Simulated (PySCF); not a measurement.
Spinor energies of Os⁵⁸⁺ (osmium, charge +58)

Start: [Ar]. Calculated with PySCF 2.14 in an even-tempered Gaussian basis (17 s from 6.1 bohr⁻², ratio 2.6; 14 p from 8 bohr⁻², ratio 2.6; 5 d from 8.2 bohr⁻², ratio 2.8; 3 f from 130 bohr⁻², ratio 2.8): generalised Hartree-Fock with the X2C-1e Hamiltonian and a Gaussian nucleus; spin-orbit coupling (SO) screened by Boettger's factors.

```json
{"spinor shell": "1s1/2", "electrons": "2", "ε, screened SO (eV)": "-78597.7", "weight of nominal j (screened SO)": "1.000", "rms radius, screened SO (bohr)": "0.0200"}
{"spinor shell": "2s1/2", "electrons": "2", "ε, screened SO (eV)": "-17284.1", "weight of nominal j (screened SO)": "1.000", "rms radius, screened SO (bohr)": "0.0801"}
{"spinor shell": "2p1/2", "electrons": "2", "ε, screened SO (eV)": "-16740.5", "weight of nominal j (screened SO)": "1.000", "rms radius, screened SO (bohr)": "0.0679"}
{"spinor shell": "2p3/2", "electrons": "4", "ε, screened SO (eV)": "-15177.9", "weight of nominal j (screened SO)": "1.000", "rms radius, screened SO (bohr)": "0.0752"}
{"spinor shell": "3s1/2", "electrons": "2", "ε, screened SO (eV)": "-6744.7", "weight of nominal j (screened SO)": "1.000", "rms radius, screened SO (bohr)": "0.194"}
{"spinor shell": "3p1/2", "electrons": "2", "ε, screened SO (eV)": "-6520.9", "weight of nominal j (screened SO)": "1.000", "rms radius, screened SO (bohr)": "0.184"}
{"spinor shell": "3p3/2", "electrons": "4", "ε, screened SO (eV)": "-6118.5", "weight of nominal j (screened SO)": "1.000", "rms radius, screened SO (bohr)": "0.197"}
```

```csv
quantity,screened SO
E (hartree),-13750.07645
M_J,0
⟨J²⟩,0.000
⟨L²⟩,0.062
⟨S²⟩,0.062
```

Breit and QED terms are absent; they matter most for the inner s and p1/2 levels.

Densities and radii are taken from the X2C orbitals without a picture-change correction, which distorts them close to the nucleus.
